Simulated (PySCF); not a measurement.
## Two-dimensional NMR puzzle

Compound of formula C6H10O. Correlations simulated from computed shifts and couplings:

HSQC (one-bond C–H):
| δH | δC | $^{1}J$(C,H) (Hz) |
| --- | --- | --- |
| 2.11 | 43.9 | 134 |
| 1.69 | 29.4 | 134 |
| 1.54 | 27.5 | 132 |

COSY cross peaks (|J| ≥ 2 Hz):
| δH | δH | abs. J (Hz) | bonds |
| --- | --- | --- | --- |
| 2.11 | 1.69 | 9.3 | 3 |
| 1.69 | 1.54 | 9.0 | 3 |

HMBC (two and three bonds, |J| ≥ 2.5 Hz):
| δH | δC [abs. J in Hz] |
| --- | --- |
| 2.11 | 211.6 [5.9], 29.4 [3.7], 27.5 [5.4] |
| 1.69 | 211.6 [5.3], 43.9 [2.9], 29.4 [6.7], 27.5 [3.3] |
| 1.54 | 43.9 [6.1], 29.4 [2.9] |

Carbons without hydrogens: δ 211.6.

Computed data (PySCF): J: B3LYP/pcJ-1 (without the spin–dipole term), structure optimised with PBE0-D3(BJ)/def2-SVP, GIAO mPW1PW91/pcSseg-1 shieldings. Relativity neglected, rapidly exchanging positions averaged, single conformer, no solvent model.

δ = σ(ref) − σ, references computed at the same level: $^{1}$H (31.32 ppm) and $^{13}$C (183.54 ppm) vs TMS.

Exchangeable hydrogens are left out of these lists, and C,H couplings along chains are those of one rotamer, so weak HMBC peaks may be missing or extra.

Which molecule is this?

## Answers

cyclohexanone (SMILES C1C(=O)CCCC1).

Numbering as in the mapped SMILES `[O:1]=[C:2]1[CH2:3][CH2:4][CH2:5][CH2:6][CH2:7]1`; H(Xn) means a hydrogen on atom n.

- δC 211.6 is C2, a ketone carbonyl carbon.
- δC 43.9 is C3/C7, an sp3 CH2 α to a carbonyl (δH 2.11).
- δC 29.4 is C4/C6, an sp3 CH2 in a ring (δH 1.69).
- δC 27.5 is C5, an sp3 CH2 in a ring (δH 1.54).
- HMBC from δH 2.11 reaches the proton-free carbon C2.
- HMBC from δH 1.69 reaches the proton-free carbon C2.
- COSY links 2.11–1.69, 1.69–1.54.

The shifts were computed for this structure.

Unscaled 3J(H,H) at this level run about 10 % above measured values. Shifts are as computed, not scaled to solution data. Of 1211 compounds with measured shifts, 218 miss one by over three times the rms of a fit or turn the order of signals round; such compounds aren't used in these exercises.
